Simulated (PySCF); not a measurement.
Isomers of C5H9ClSi, mass 132.016 u with the commonest isotopes. Theory: CAM-B3LYP/def2-SVPD in PySCF (dipole) on a GFN2-xTB geometry, gas phase. One conformer each, none proved a minimum here; rigid rotors.

Question: Order these by rotational constant B, smallest first.
A. `[CH3:1]/[C:2]([CH2:3][Cl:4])=[C:5]1\[CH2:6][SiH2:7]1` with C1–C2–C3–Cl4 -75°
B. `[Cl:1][C:2]1=[CH:3][SiH2:4][CH2:5][CH2:6][CH2:7]1` with C2–C3–Si4–C5 -1°, C3–Si4–C5–C6 31°, Si4–C5–C6–C7 -62°, C5–C6–C7–C2 63°
C. `[CH3:1][C@H:2]1[CH:3]=[C:4]1[SiH2:5][CH2:6][Cl:7]` with C3–C4–Si5–C6 -27°, C4–Si5–C6–Cl7 60°

Answer: C (854.1 MHz), A (973.7 MHz), B (1150 MHz).

Question: Order these by dipole moment, largest first.
A. `[CH3:1]/[C:2]([CH2:3][Cl:4])=[C:5]1\[CH2:6][SiH2:7]1` with C1–C2–C3–Cl4 -75°
B. `[Cl:1][C:2]1=[CH:3][SiH2:4][CH2:5][CH2:6][CH2:7]1` with C2–C3–Si4–C5 -1°, C3–Si4–C5–C6 31°, Si4–C5–C6–C7 -62°, C5–C6–C7–C2 63°
C. `[CH3:1][C@H:2]1[CH:3]=[C:4]1[SiH2:5][CH2:6][Cl:7]` with C3–C4–Si5–C6 -27°, C4–Si5–C6–Cl7 60°

Answer: A (2.14 D), B (1.91 D), C (1.45 D).

Question: Order these by radius of gyration √(Σ m r²/M), largest first.
A. `[Cl:1][C:2]1=[CH:3][SiH2:4][CH2:5][CH2:6][CH2:7]1` with C2–C3–Si4–C5 -1°, C3–Si4–C5–C6 31°, Si4–C5–C6–C7 -62°, C5–C6–C7–C2 63°
B. `[CH3:1][C@H:2]1[CH:3]=[C:4]1[SiH2:5][CH2:6][Cl:7]` with C3–C4–Si5–C6 -27°, C4–Si5–C6–Cl7 60°
C. `[CH3:1]/[C:2]([CH2:3][Cl:4])=[C:5]1\[CH2:6][SiH2:7]1` with C1–C2–C3–Cl4 -75°

Answer: B (2.314 Å), C (2.243 Å), A (2.090 Å).

| SMILES | point group | Ia (u·Å²) | Ib (u·Å²) | Ic (u·Å²) | κ | μa (D) | μb (D) | μc (D) |
| --- | --- | --- | --- | --- | --- | --- | --- | --- |
| ClC1=C[SiH2]CCC1 | C1 | 149.56 | 439.30 | 564.81 | -0.79 | 1.64 | 0.97 | 0.12 |
| C/C(CCl)=C1\C[SiH2]1 | C1 | 175.35 | 519.05 | 634.25 | -0.83 | 1.68 | 0.70 | 1.11 |
| C[C@H]1C=C1[SiH2]CCl | C1 | 145.26 | 591.70 | 677.38 | -0.92 | 0.49 | 1.07 | 0.85 |
